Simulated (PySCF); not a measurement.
## Two-component Hartree-Fock for Nb(2+) (niobium, charge +2)

Start: [Kr] 4d2 5p1; 4d5/2 filled at m_j = +3/2, +5/2; 5p3/2 filled at m_j = +3/2. Calculated with PySCF 2.14 in x2c-SVPall-2c with one added diffuse shell each of s, p, d type (7s9p7d1f, 76 functions): generalised Hartree-Fock with the X2C-1e Hamiltonian and a Gaussian nucleus; one run each with spin-orbit coupling (SO) switched off, then screened by Boettger's factors. This is a chosen level, not necessarily the ground level.

| spinor shell | electrons | ε, spin-free (eV) | ε, screened SO (eV) | weight of nominal j (screened SO) | rms radius, screened SO (bohr) |
| --- | --- | --- | --- | --- | --- |
| 1s1/2 | 2 | -19107.4 | -19106.6 | 1.000 | 0.0415 |
| 2s1/2 | 2 | -2765.5 | -2765.4 | 1.000 | 0.171 |
| 2p1/2 | 2 | -2466.3 | -2532.4 | 1.000 | 0.149 |
| 2p3/2 | 4 | -2466.3 | -2435.2 | 1.000 | 0.154 |
| 3s1/2 | 2 | -512.53 | -512.56 | 1.000 | 0.471 |
| 3p1/2 | 2 | -411.76 | -422.95 | 1.000 | 0.471 |
| 3d3/2 | 4 | -246.78 | -248.50 | 0.983 | 0.472 |
| 3d5/2 | 6 | -246.78 | -245.72 | 0.989 | 0.475 |
| 4s1/2 | 2 | -95.286 | -95.347 | 1.000 | 1.23 |
| 4p3/2 | 4 | -65.459 | -64.802 | 0.911 | 1.37 |
| 4p1/2 | 2 | -65.459 | -67.058 | 0.822 | 1.35 |
| 4d5/2 | 2 | -29.511 | -29.487 | 0.885 | 1.92 |
| 5p3/2 | 1 | -16.553 | -16.467 | 1.000 | 3.83 |

Task: Where does 3p3/2 lie, and what is the 3p spin-orbit splitting (screened SO)?

Result: At -406.59 eV, 16.358 eV above 3p1/2.

| quantity | spin-free | screened SO |
| --- | --- | --- |
| E (hartree) | -3815.71029 | -3816.09235 |
| M_J | 11/2 | 11/2 |
| ⟨J²⟩ | 35.758 | 35.758 |
| ⟨L²⟩ | 20.007 | 20.027 |
| ⟨S²⟩ | 3.751 | 3.754 |

Each row is a mean over spinors that exchange with the open shell spreads, by up to 6.440 eV (4p3/2).

Rows whose weight is well below 1 are mixtures of j = l ± 1/2: exchange outweighs spin-orbit coupling there, and the label is only the starting occupation.

Breit and QED terms are absent; they matter most for the inner s and p1/2 levels.

Densities and radii are taken from the X2C orbitals without a picture-change correction, which distorts them close to the nucleus.

Without spin-orbit coupling the j labels of p, d and f shells carry no meaning; the spin-free column gives the mean over the occupied spinors of each nl shell.
